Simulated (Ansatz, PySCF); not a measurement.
C4H4, SMILES C12C3C2C31. Atoms are numbered in the order given.

```xyz
8

C     -0.5206     0.5206    -0.5206
C      0.5206     0.5206     0.5206
C      0.5206    -0.5206    -0.5206
C     -0.5206    -0.5206     0.5206
H     -1.1442     1.1442    -1.1442
H      1.1442     1.1442     1.1442
H      1.1442    -1.1442    -1.1442
H     -1.1442    -1.1442     1.1442
```

Coordinates come from a PBE0-D3(BJ)/def2-SVP optimisation.

Two levels are set side by side: PBE-D3(BJ)/def2-SVP (Ansatz, a quantum-chemistry and plane-wave program) and PBE0-D3(BJ)/def2-SVP (Ansatz). Each level has its own optimised geometry; the coordinates shown are those of the second. Frequencies come from the Hessian of PySCF at each geometry. Differences are taken from unrounded values.

| quantity | PBE0-D3(BJ) | PBE-D3(BJ) | PBE-D3(BJ) minus PBE0-D3(BJ) |
|---|---|---|---|
| mean bond length (Å) | 1.315 | 1.326 | 0.010 |
| bond C1–C2 (Å) | 1.472 | 1.485 | 0.012 |
| bond C1–C3 (Å) | 1.472 | 1.485 | 0.012 |
| bond C1–C4 (Å) | 1.472 | 1.485 | 0.012 |
| bond C2–C3 (Å) | 1.472 | 1.485 | 0.012 |
| bond C2–C4 (Å) | 1.472 | 1.485 | 0.012 |
| bond C3–C4 (Å) | 1.472 | 1.485 | 0.012 |
| bond C1–H5 (Å) | 1.080 | 1.087 | 0.007 |
| bond C2–H6 (Å) | 1.080 | 1.087 | 0.007 |
| bond C3–H7 (Å) | 1.080 | 1.087 | 0.007 |
| bond C4–H8 (Å) | 1.080 | 1.087 | 0.007 |
| highest harmonic wavenumber (cm⁻¹) | 3402 | 3315 | -87 |
| mean harmonic wavenumber (cm⁻¹) | 1486 | 1431 | -55 |
| zero-point energy (kcal/mol) | 38.25 | 36.83 | -1.42 |

Exact exchange shortens and stiffens bonds; PBE has none. Differences between two approximate levels are no errors against the true value.
